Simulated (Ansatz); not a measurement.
System: C$_{2}$H$_{8}$GeN, net charge 0, doublet state. It need not be the lowest isomer of its formula. 
Structure (B3LYP-D3(BJ)/def2-TZVP (Ansatz, an electronic-structure program) minimum search):
```
N
C 1 1.4475
H 2 1.0896 1 110.47
H 2 1.0963 3 108.04 1 -120.29
H 2 1.0987 3 108.40 4 -116.12
C 1 1.4475 2 113.63 3 -179.49
H 6 1.0896 1 110.47 2 179.49
H 6 1.0963 7 108.04 1 120.29
H 6 1.0987 7 108.40 8 116.12
Ge 1 1.8610 2 120.63 3 25.64
H 10 1.5612 1 102.98 2 -46.81
H 10 1.5612 11 108.94 3 135.76
```
Charge 0, spin multiplicity 2.

Total electronic energies in hartree. Correlated levels leave the core frozen unless marked. Open shells are spin-unrestricted. No spin-orbit coupling. The frozen core is the preceding noble-gas configuration, with the filled d and f shells of earlier blocks. No relativistic terms. CBS(X,Y): correlation extrapolated as X^-3; Hartree-Fock from the larger set. The bracket is a focal-point correction in the basis named.

```json
[
 {"level": "HF/aug-cc-pVDZ", "program": "Ansatz", "energy (Eh)": "-2210.14429"},
 {"level": "HF/cc-pVDZ", "program": "Ansatz", "energy (Eh)": "-2210.13559"},
 {"level": "HF/def2-SVP", "program": "Ansatz", "energy (Eh)": "-2209.80129"},
 {"level": "HF/aug-cc-pVTZ", "program": "Ansatz", "energy (Eh)": "-2210.25270"},
 {"level": "HF/def2-TZVPPD", "program": "Ansatz", "energy (Eh)": "-2210.21716"},
 {"level": "RI-HF/cc-pVTZ", "program": "Ansatz", "energy (Eh)": "-2210.25059"},
 {"level": "RI-HF/def2-QZVPPD", "program": "Ansatz", "energy (Eh)": "-2210.26494"},
 {"level": "PBE-D3(BJ)/def2-TZVPD", "program": "Ansatz + dftd3", "energy (Eh)": "-2212.29358"},
 {"level": "r2SCAN0-D4/def2-TZVPD", "program": "Ansatz + dftd4", "energy (Eh)": "___"},
 {"level": "MP2/6-31G*", "program": "Ansatz", "energy (Eh)": "-2210.36634"},
 {"level": "SCS-MP2/aug-cc-pVDZ", "program": "Ansatz", "energy (Eh)": "-2210.72175"},
 {"level": "SCS-MP2/cc-pVDZ", "program": "Ansatz", "energy (Eh)": "-2210.68696"},
 {"level": "SCS-MP2/aug-cc-pVTZ", "program": "Ansatz", "energy (Eh)": "-2210.94793"},
 {"level": "SCS-MP2/def2-TZVPP", "program": "Ansatz", "energy (Eh)": "-2210.89744"},
 {"level": "CCSD/def2-SVP", "program": "Ansatz", "energy (Eh)": "-2210.40424"},
 {"level": "CCSD/aug-cc-pVTZ", "program": "Ansatz", "energy (Eh)": "-2210.98503"},
 {"level": "CCSD/def2-TZVPP", "program": "Ansatz", "energy (Eh)": "-2210.93658"},
 {"level": "CCSD(T)/6-31G", "program": "Ansatz", "energy (Eh)": "-2210.15824"},
 {"level": "CCSD(T)/aug-cc-pVDZ", "program": "Ansatz", "energy (Eh)": "-2210.79695"},
 {"level": "CCSD(T)/def2-TZVPPD", "program": "Ansatz", "energy (Eh)": "-2210.97009"},
 {"level": "RI-MP2/CBS(cc-pVTZ,cc-pVQZ)+[CCSD(T)-MP2]/cc-pVTZ", "program": "Ansatz", "energy (Eh)": "-2211.0888"},
 {"level": "RI-MP2/CBS(def2-TZVPP,def2-QZVPP)+[CCSD(T)-MP2]/def2-QZVPP", "program": "Ansatz", "energy (Eh)": "-2211.0843"},
 {"level": "CCSD(T)/CBS(def2-TZVPPD,def2-QZVPPD)", "program": "Ansatz", "energy (Eh)": "-2211.0792"}
]
```

**Question.** Fill in the missing entries.

**Answer.** 
- r2SCAN0-D4/def2-TZVPD, energy (Eh): -2212.66104
